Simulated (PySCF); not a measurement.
Structure with atom numbers: `[CH2:1]=[CH:2][Si@H:3]1[O:4][SiH2:5][O:6][C:7]1=[O:8]`. Hydrogens are named by the atom that carries them. Ha(Si5) is cis to C2 on the ring; Ha(C1) is cis to Si3; Hb(Si5) is trans to C2 on the ring; Hb(C1) is trans to Si3.

All values are calculated (PySCF 2.14): NMR shieldings at PBE0/pcSseg-1/GIAO, GFN2-xTB geometry. Non-relativistic Hamiltonian, one computed conformer, isolated molecule.

Shifts are taken against calculated references (same method and geometry level): TMS for $^{13}$C (186.93 ppm) and $^{1}$H (31.72 ppm) and $^{29}$Si (349.16 ppm); $^{17}$O (336.08 ppm) against H2O.

```tsv
atoms	nucleus	count	Hirshfeld charge	δ (ppm)
C7	$^{13}$C	1	0.11	?
Si3	$^{29}$Si	1	0.43	-51.0
Si5	$^{29}$Si	1	0.48	-17.2
O6	$^{17}$O	1	-0.21	257.0
C1	$^{13}$C	1	-0.07	?
O4	$^{17}$O	1	-0.32	55.8
Ha(Si5)	$^{1}$H	1	-0.07	?
H(C2)	$^{1}$H	1	0.05	6.46
O8	$^{17}$O	1	-0.26	540.1
C2	$^{13}$C	1	-0.14	137.4
Hb(Si5)	$^{1}$H	1	-0.07	5.35
Ha(C1)	$^{1}$H	1	0.05	6.45
Hb(C1)	$^{1}$H	1	0.06	?
H(Si3)	$^{1}$H	1	-0.06	5.09
```

Fill in the missing shifts.

Results:


- C7: 185.1 ppm, carbonyl carbon
- C1: 148.7 ppm, terminal =CH2 carbon; as expected for a trigonal carbon in a double bond
- Hb(C1): 6.71 ppm, hydrogen on a terminal =CH2 carbon; a vinylic proton, deshielded by the sp2 carbon and the C=C anisotropy
- Ha(Si5): 5.36 ppm, hydrogen on a silicon bonded to 2 O, in a 5-membered ring

Shifts are as computed. Against solution values, carbons near 30 ppm lie about +3 ppm off and those near 130 ppm about +5 ppm. Of 1211 compounds with measured shifts, 218 miss one by over three times the rms of a fit or turn the order of signals round; such compounds aren't used in these exercises. Unscaled 17O shifts of doubly bonded oxygen tend to come out too high, by tens of ppm or more. Experimental scales use liquid or dissolved standards, which lie at an offset from isolated H2O (liquid H2O: subtract about 36 ppm).
